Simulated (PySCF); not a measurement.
C2H7NOSi2, SMILES [SiH2]1N=C(C)[SiH2]O1. Atoms are numbered in the order given.

```xyz
13

C      0.6726     2.5165     0.0000
C      0.3887     1.0414     0.0000
N      1.3297     0.1681     0.0000
Si     0.7709    -1.5135     0.0000
O     -0.9074    -1.3314     0.0000
Si    -1.3925     0.2747     0.0000
H      0.2162     2.9937     0.8847
H      0.2162     2.9937    -0.8847
H      1.7565     2.7016     0.0000
H      1.2338    -2.2222     1.2197
H      1.2338    -2.2222    -1.2197
H     -2.1849     0.6130     1.2150
H     -2.1849     0.6130    -1.2150
```
Charge 0, spin multiplicity 1.

The structure is a stationary point at B3LYP-D3(BJ)/def2-SVP. The structure was generated by enumeration, and PubChem lists no compound with its InChIKey, so it may never have been made.

Computed with SMD-B3LYP/6-31G* (PySCF).

Solvation free energies are E(SMD) − E(gas) at the gas-phase geometry, for 1 M in both phases. In vacuum the dipole moment is 1.62 D.

| solvent | ΔG(solv) (kcal/mol) | its non-electrostatic (CDS) part | dipole (D) |
|---|---|---|---|
| water | -1.2 | 3.6 | 2.40 |
| ethylethanoate | -3.2 | -0.3 | 2.14 |
| dichloromethane | ? | ? | ? |

Complete the blanks. (An estimate is asked for; the answer gives what the named calculation found.)


- dichloromethane, ΔG(solv) (kcal/mol): -3.6
- dichloromethane, its non-electrostatic (CDS) part: -0.3
- dichloromethane, dipole (D): 2.21
